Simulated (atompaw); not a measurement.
# Zn (Z = 30): one change to a PAW (atompaw) potential, before and after

- Element: zinc (Zn)
- Generator: atompaw 4.2.0.5
- Type: PAW
- Functional: PBE
- Relativity: scalar-relativistic
- Frozen core: [Ar]
- Valence charge: 12
- Reference configuration: 3d10 4s1 4p1
- Partial waves: 4s (bound): rc 2.25 bohr; 4s channel at 0.55 Ry: rc 1.80 bohr; 4p (bound): rc 2.25 bohr; 4p channel at 0.55 Ry: rc 2.25 bohr; 3d (bound): rc 1.10 bohr; 3d channel at -0.4 Ry: rc 1.10 bohr
- Local potential: troulliermartins scheme with l = 3 at 0 Ry, radius 1.75 bohr
- Core correction: smooth core density matched at 2.10 bohr
- Augmentation charge: besselshape compensation charge, radius 1.70 bohr; PAW radius 2.25 bohr; waves and projectors: custom rrkj vanderbiltortho

Change: augmentation besselshape compensation charge, radius 1.70 bohr; PAW radius 2.25 bohr; waves and projectors: custom polynom gramschmidtortho.

Cutoffs: the cutoffs (Ry, on a coarse ladder) from which the occupation-weighted sum of valence levels, in a spherical-Bessel basis at the reference potential, stays within 10 and 1 mRy of its value at 400 Ry; they do not see the model core or the augmentation charge, which bear on the density cutoff.

Problem. What does the change do?

Solution. The potential gets harder (120 Ry and 200 Ry → 140 Ry and 230 Ry); the range in which the p phases agree narrows (upper end at the end of the scan → 1.3); neither file shows a bound ghost.

```tsv
quantity	base	changed
cutoff, loose	120 Ry	140 Ry
cutoff, tight	200 Ry	230 Ry
loose cutoff by channel (10 mRy a level)	s 6 Ry, p 6 Ry, d 80 Ry	s 6 Ry, p 6 Ry, d 70 Ry
bound ghosts	none	none
s: phases at 2.25 bohr within 0.05 rad from the reference energy up to (Ry; the scan ends near 5)	1.4	2.0
p: phases at 2.25 bohr within 0.05 rad from the reference energy up to (Ry; the scan ends near 5)	to the end of the scan	1.3
d: phases at 2.25 bohr within 0.05 rad from the reference energy up to (Ry; the scan ends near 5)	to the end of the scan	to the end of the scan
lowest overlap eigenvalue by channel	s 0.28, p 0.57, d 0.97	s 0.16, p 0.46, d 0.99
```

 The cutoffs see the waves, projectors and local potential, not the compensation charge or the core.
